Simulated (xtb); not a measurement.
CH₁₂N₂Si₃, SMILES [SiH3][SiH2][Si](C)(N)N. All values are semi-empirical tight-binding results from xtb (GFN2-xTB unless named), good for trends rather than for accurate numbers. Geometry: GFN2-xTB. The structure was generated by enumeration, and PubChem lists no compound with its InChIKey, so it may never have been made. Other conformers were not sampled.

- orbital gap: 3.87 eV
- dipole moment: 2.02 D
- zero-point energy: 80.4 kcal/mol
- G − E(el) at 298.15 K (modified RRHO): 56.0 kcal/mol
- static polarisability (D4 model): 118.0 bohr³
- solvation energy, GFN2-xTB/ALPB(water): -5.2 kcal/mol
- solvation energy, GFN2-xTB/ALPB(methanol): -7.7 kcal/mol
